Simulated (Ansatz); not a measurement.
Molecule: CH5O3Si, net charge 0, doublet state. It need not be the lowest isomer of its formula. SMILES: C[Si]([O])(O)O
Geometry from a B3LYP-D3(BJ)/def2-TZVP (Ansatz, a quantum-chemistry and plane-wave program) optimisation:
```
Si
O 1 1.6339
H 2 0.9606 1 118.03
O 1 1.6461 2 105.81 3 30.53
H 4 0.9609 1 117.37 2 -159.09
O 1 1.6649 2 115.73 3 -89.57
C 1 1.8587 2 108.08 3 156.21
H 7 1.0894 1 111.89 2 179.68
H 7 1.0900 8 108.85 1 123.17
H 7 1.0933 8 108.90 9 117.99
```
Charge 0, spin multiplicity 2.

Atomisation energy built up term by term with Ansatz (kcal/mol; UHF references for open shells; valence terms freeze the core; atomic spin-orbit terms are left out). CBS(X,Y): correlation extrapolated as X^-3; Hartree-Fock from the larger set.

```json
[
 {"term": "Hartree-Fock", "basis": "cc-pV(Q+d)Z", "kcal/mol": "___"},
 {"term": "CCSD correlation", "basis": "CBS(cc-pV(T+d)Z,cc-pV(Q+d)Z)", "kcal/mol": "___"},
 {"term": "(T)", "basis": "CBS(cc-pV(T+d)Z,cc-pV(Q+d)Z)", "kcal/mol": "15.58"},
 {"term": "core correlation", "basis": "cc-pwCVTZ", "kcal/mol": "2.26"},
 {"term": "scalar relativity (X2C)", "basis": "cc-pVTZ-DK against cc-pVTZ", "kcal/mol": "-1.75"},
 {"term": "sum: De", "basis": "", "kcal/mol": "___"}
]
```

Question: Fill in the missing entries.

Answer: 
- Hartree-Fock, kcal/mol: 673.72
- CCSD correlation, kcal/mol: 246.48
- sum: De, kcal/mol: 936.3
